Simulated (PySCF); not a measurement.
B3LYP has the VWN-RPA correlation part, as in Gaussian. Delta-SCF ions had no search for a lower state. Excitations are Tamm–Dancoff values on a coarser integration grid. The basis has no diffuse functions, so Rydberg states are missing or too high.

Cartesian coordinates (Å):
```xyz
8

B      1.6197    -0.1986    -0.0340
C      0.3884     0.3931     0.1320
C     -1.0085    -0.1404    -0.0628
H      2.6871    -0.6613    -0.1620
H      0.4516     1.4330     0.4639
H     -1.0045    -1.1790    -0.3932
H     -1.5820    -0.0902     0.8666
H     -1.5518     0.4434    -0.8106
```
Charge 0, spin multiplicity 1.

Question: What vertical ionisation energy (Delta-SCF), total energy, HOMO–LUMO gap, LUMO and S1 excitation (TDA) does B3LYP-D3(BJ)/def2-TZVP (PySCF 2.14.0) give?

Answer: 
```json
{
 "vertical ionisation energy (Delta-SCF)": "8.65 eV",
 "total_energy": "-104.0502 Ha",
 "HOMO–LUMO gap": "4.47 eV",
 "LUMO": "-1.60 eV",
 "S1 excitation (TDA)": "2.90 eV"
}
```
